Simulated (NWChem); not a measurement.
System: SiH₄Se; SMILES [SiH3][SeH]

This build's default masses of Se (78.918 u) and Br (79.917 u) are each other's, which moves their modes by up to 0.6 %.

### Question
Give the equilibrium geometry at PBE0/def2-SVP (NWChem) as a Z-matrix, with the point group.

### Answer
point group Cs; any orientation.
```
Si
H 1 1.4910
H 1 1.4931 2 109.84
H 1 1.4931 2 109.81 3 119.66
Se 1 2.2857 2 104.74 4 120.19
H 5 1.4721 1 93.33 2 179.72
```
